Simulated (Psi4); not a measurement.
dimethylsulfoxide (C2H6OS), singlet, geometry from GFN2-xTB; PBE0/aug-cc-pVDZ run with Psi4.

Psi4 was given this input:
```
memory 2 GB

molecule {
0 1
  S    -0.00638160    0.25789735   -0.45583475
  O    -0.01284941    1.45780980    0.37857550
  C     1.37076266   -0.79819518    0.18724665
  C    -1.35000243   -0.82772888    0.20862756
  H     1.27987622   -0.89677085    1.26308812
  H    -2.29810816   -0.35220996   -0.01997107
  H     1.32489255   -1.76477228   -0.30045787
  H     2.30461413   -0.30224775   -0.05614119
  H    -1.29083210   -1.79316578   -0.27990241
  H    -1.24010316   -0.92412504    1.28289118
}

set basis aug-cc-pvdz

energy('pbe0')
print_variables()
```

Problem. Write the output that Psi4 gives for this input, abridged.

Solution. 
```
   => Loading Basis Set <=

    Name: AUG-CC-PVDZ
    Role: ORBITAL
    Keyword: BASIS

         ---------------------------------------------------------
                                   SCF
               by Justin Turney, Rob Parrish, Andy Simmonett
                          and Daniel G. A. Smith
                              RKS Reference
         ---------------------------------------------------------

  ==> Geometry <==

    Molecular point group: c1
    Full point group: C1

    Geometry (in Angstrom), charge = 0, multiplicity = 1:

       Center              X                  Y                   Z               Mass
    ------------   -----------------  -----------------  -----------------  -----------------
         S           -0.005362970633     0.181353786915    -0.431942665639    31.972071174400
         O           -0.011830780633     1.381266236915     0.402467584361    15.994914619570
         C            1.371781289367    -0.874738743085     0.211138734361    12.000000000000
         C           -1.348983800633    -0.904272443085     0.232519644361    12.000000000000
         H            1.280894849367    -0.973314413085     1.286980204361     1.007825032230
         H           -2.297089530633    -0.428753523085     0.003921014361     1.007825032230
         H            1.325911179367    -1.841315843085    -0.276565785639     1.007825032230
         H            2.305632759367    -0.378791313085    -0.032249105639     1.007825032230
         H           -1.289813470633    -1.869709343085    -0.256010325639     1.007825032230
         H           -1.239084530633    -1.000668603085     1.306783264361     1.007825032230

  Running in c1 symmetry.

  Rotational constants: A =      0.23071  B =      0.22471  C =      0.13869 [cm^-1]
  Rotational constants: A =   6916.58568  B =   6736.51648  C =   4157.91794 [MHz]
  Nuclear repulsion =  183.517488423063043

  Charge       = 0
  Multiplicity = 1
  Electrons    = 42
  Nalpha       = 21
  Nbeta        = 21

  ==> Algorithm <==

  SCF Algorithm Type is DF.
  DIIS enabled.
  MOM disabled.
  Fractional occupation disabled.
  Guess Type is SAD.
  Energy threshold   = 1.00e-06
  Density threshold  = 1.00e-06
  Integral threshold = 1.00e-12

  ==> Primary Basis <==

  Basis Set: AUG-CC-PVDZ
    Blend: AUG-CC-PVDZ
    Number of shells: 68
    Number of basis functions: 150
    Number of Cartesian functions: 158
    Spherical Harmonics?: true
    Max angular momentum: 2

  ==> DFT Potential <==

   => LibXC <=

    Version 7.1.2
    S. Lehtola, C. Steigemann, M. J. T. Oliveira, and M. A. L. Marques,  SoftwareX 7, 1–5 (2018) (10.1016/j.softx.2017.11.002)

   => Composite Functional: PBE0 <=

    PBE0 Hyb-GGA Exchange-Correlation Functional

    C. Adamo and V. Barone,  J. Chem. Phys. 110, 6158 (1999) (10.1063/1.478522)
    M. Ernzerhof and G. E. Scuseria,  J. Chem. Phys. 110, 5029 (1999) (10.1063/1.478401)

    Deriv               =              1
    GGA                 =           TRUE
    Meta                =          FALSE

    Exchange Hybrid     =           TRUE
    MP2 Hybrid          =          FALSE

   => Exchange Functionals <=

    0.7500   Perdew, Burke & Ernzerhof

   => Exact (HF) Exchange <=

    0.2500               HF

   => Correlation Functionals <=

    1.0000   Perdew, Burke & Ernzerhof

   => LibXC Density Thresholds  <==

    XC_HYB_GGA_XC_PBEH:  1.00E-15

   => Molecular Quadrature <=

    Radial Scheme          =       TREUTLER
    Pruning Scheme         =           NONE
    Nuclear Scheme         =       TREUTLER

    Blocking Scheme        =         OCTREE
    BS radius alpha        =              1
    Pruning alpha          =              1
    Radial Points          =             75
    Spherical Points       =            302
    Total Points           =         216350
    Total Blocks           =           1648
    Max Points             =            256
    Max Functions          =            150
[...]
    Keyword: DF_BASIS_SCF

  ==> Integral Setup <==

  SCF_SUBTYPE=INCORE selected. In-core MEM_DF algorithm will be used.
  Using in-core AOs.

  ==> MemDFJK: Density-Fitted J/K Matrices <==

    J tasked:                   Yes
    K tasked:                   Yes
    wK tasked:                   No
    Algorithm:                 Core
    Schwarz Cutoff:           1E-12
    Mask sparsity (%):       0.0178
    Fitting Condition:        1E-10

   => Auxiliary Basis Set <=

  Basis Set: (AUG-CC-PVDZ AUX)
    Blend: AUG-CC-PVDZ-JKFIT
    Number of shells: 196
    Number of basis functions: 578
    Number of Cartesian functions: 663
    Spherical Harmonics?: true
    Max angular momentum: 3

  Minimum eigenvalue in the overlap matrix is 3.0505193012E-04.
  Reciprocal condition number of the overlap matrix is 2.4949478511E-05.
    Using symmetric orthogonalization.

  ==> Pre-Iterations <==

  SCF Guess: Superposition of Atomic Densities via on-the-fly atomic UHF (no occupation information).

   -------------------------
    Irrep   Nso     Nmo
   -------------------------
     A        150     150
   -------------------------
    Total     150     150
   -------------------------

  ==> Iterations <==

                           Total Energy        Delta E     RMS |[F,P]|

   @DF-RKS iter SAD:  -552.52228355174066   -5.52522e+02   0.00000e+00
   @DF-RKS iter   1:  -552.44355451808644    7.87290e-02   6.51104e-03 DIIS/ADIIS
   @DF-RKS iter   2:  -552.09998330785277    3.43571e-01   8.64451e-03 DIIS/ADIIS
   @DF-RKS iter   3:  -552.85316488929891   -7.53182e-01   1.96570e-03 DIIS/ADIIS
   @DF-RKS iter   4:  -552.88743668125983   -3.42718e-02   6.04819e-04 DIIS/ADIIS
   @DF-RKS iter   5:  -552.89110977865516   -3.67310e-03   1.08655e-04 DIIS/ADIIS
   @DF-RKS iter   6:  -552.89126244526847   -1.52667e-04   1.64831e-05 DIIS
   @DF-RKS iter   7:  -552.89126565352353   -3.20826e-06   5.78209e-06 DIIS
   @DF-RKS iter   8:  -552.89126605526963   -4.01746e-07   9.54351e-07 DIIS
  Energy and wave function converged.

  ==> Post-Iterations <==

   Electrons on quadrature grid:
      Ntotal   =   41.9999976375 ; deviation = -2.362e-06

    Orbital Energies [Eh]
    ---------------------

    Doubly Occupied:

[...]
    Virtual:

[...]
    Final Occupation by Irrep:
              A
    DOCC [    21 ]
    NA   [    21 ]
    NB   [    21 ]

  @DF-RKS Final Energy:  -552.89126605526963

   => Energetics <=

    Nuclear Repulsion Energy =            183.5174884230630425
    One-Electron Energy =               -1123.5760681158658372
    Two-Electron Energy =                 422.8205317502162188
    DFT Exchange-Correlation Energy =     -35.6532181126830352
    Empirical Dispersion Energy =           0.0000000000000000
    VV10 Nonlocal Energy =                  0.0000000000000000
    Total Energy =                       -552.8912660552696252

Computation Completed

Properties will be evaluated at   0.000000,   0.000000,   0.000000 [a0]

Properties computed using the SCF density matrix

 Multipole Moments:

 ------------------------------------------------------------------------------------
     Multipole            Electronic (a.u.)      Nuclear  (a.u.)        Total (a.u.)
 ------------------------------------------------------------------------------------

 L = 1.  Multiply by 2.5417464519 to convert [e a0] to [Debye]
 Dipole X            :         -0.0662004            0.0808470            0.0146467
 Dipole Y            :          4.5807666           -6.0751476           -1.4943810
 Dipole Z            :         -2.0966642            1.8962789           -0.2003853
 Magnitude           :                                                    1.5078273

 ------------------------------------------------------------------------------------

  Variable Map:
  ----------------------------------------------------------------------------
[...]
  Array Variable Map:
  ----------------------------------------------------------------------------
[...]
[...]
```
